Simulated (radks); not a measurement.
Excited configurations of Er II: one electron is placed in a higher orbital outside [Xe] 4f12. The ground configuration is [Xe] 4f12 6s1. Method: Dirac Kohn-Sham, PBE, spin-unpolarised, spherical densities, finite nucleus; open shells fill j = l - 1/2 first; Fermi nuclear charge, rms radius 5.2516 fm; computed with a radial shooting solver on a logarithmic mesh with Libxc functionals. Excitation = E - E(ground); binding = E(ion) - E, where the ion is the core of charge +2; n* = 2/sqrt(2 binding) in atomic units, and the quantum defect is n - n*.

outer orbital  excitation (eV)  binding (eV)     n*  quantum defect  eigenvalue (eV)  <r> (bohr)
5d3/2                    2.390         9.562  2.386           2.614           -5.802       2.937
6d3/2                    7.219         4.733  3.391           2.609           -3.541       7.470
6f5/2                    9.599         2.353  4.809           1.191           -1.789       14.90
7p1/2                    7.392         4.560  3.455           3.545           -3.564       8.889

Estimate the row for 5f5/2.

Answer. excitation (eV) 8.458; binding (eV) 3.494; n* 3.947; quantum defect 1.053; eigenvalue (eV) -2.486; <r> (bohr) 8.729. The Delta-SCF ionisation energy is 11.952 eV (NIST Atomic Spectra Database: 11.92 eV, semi-empirical). Self-interaction in the functional shifts the binding energies and quantum defects, so they are the method's values and not measured ones. Spin polarisation and multiplet splitting are left out, so open shells lie too high by an amount that depends on their filling.

Beside tabulated values, note that spin-unpolarised runs miss the spin-polarisation part of the exchange energy of open shells.
